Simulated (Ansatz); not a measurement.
TiHCl3, relaxed as a singlet with RKS PBE0-D4/def2-SVP in Ansatz, starting from the GFN2-xTB geometry. Force threshold 0.02 eV/Å.

Start:

```xyz
5

Ti    0.0515   -0.1603   -0.0884
H     0.4807   -1.4965   -0.8266
Cl    1.4050    1.4563   -0.4115
Cl   -0.0814   -0.3695    2.0300
Cl   -1.8558    0.5700   -0.7035
```

| step | energy (eV) | largest force component (eV/Å) | SCF passes |
| --- | --- | --- | --- |
| 1 | -60671.6070 | 1.657 | 28 |
| 2 | -60671.8127 | 0.573 | 37 |
| 3 | -60671.8498 | 0.090 | 33 |
| 4 | -60671.8536 | 0.028 | 32 |
| 5 | -60671.8540 | 0.004 | 34 |

Force components are those of the run's own axes.

End:

```
atom    x (Å)    y (Å)    z (Å)
 Ti1  -0.0145   0.0451   0.0249
  H2   0.4320  -1.3450  -0.7428
 Cl3   1.5608   1.4045  -0.5304
 Cl4  -0.0360  -0.5570   2.0925
 Cl5  -1.9424   0.4524  -0.8442
```

By distances, no bond broke or formed. The bond that changes most is Ti1–H2, from 1.59 to 1.65 Å (atoms count from 1).

No frequencies were taken in this run, so the end may be a saddle point.

Run time 9 s (4 threads of Arm Neoverse V2 on a shared host).
